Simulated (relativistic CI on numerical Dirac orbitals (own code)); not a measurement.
Calculated at this level of theory: Dirac-Coulomb-Breit CI, KLI orbitals optimised for each configuration, a model potential for QED, unscaled Slater integrals (own radial code, finite nucleus).

The strongest absorption lines from the ground level of an ion, among the configurations computed and to levels below about 109 eV (vacuum wavelength in Å, gf): 155.92 (0.11), 172.04 (0.1), 222.78 (0.18), 387.85 (1.7), 469.70 (0.42), 473.96 (0.73), 507.69 (0.25), 657.58 (0.14).

Problem. Which ion is it?
A. V¹⁰⁺
B. Sc⁸⁺
C. P²⁺
D. K⁶⁺

Solution. D. K⁶⁺ has 13 electrons and the ground level 3s2 3p 2P°_1/2; the strongest line goes to 3s2 3d 2D_3/2. The pattern of lines fixes the number of electrons, and along that sequence the line energies rise steadily with the charge (about as its square where n changes within one kind of shell, about linearly where n is kept but much faster in heavy ions where fine structure, which grows about as Z⁴, sets the gap, and irregularly where shells cross), which fixes Z. Configurations outside the model, such as inner-shell arrays, can give stronger lines. At this charge configurations can still be misplaced by up to about 7 % of their energy. 66 of the 69 excited levels that our extract of the measured tables holds in this range could be paired (the sources list more); they are missed by 5706 cm⁻¹ on average and 20443 at most, and levels without a partner can miss by more.
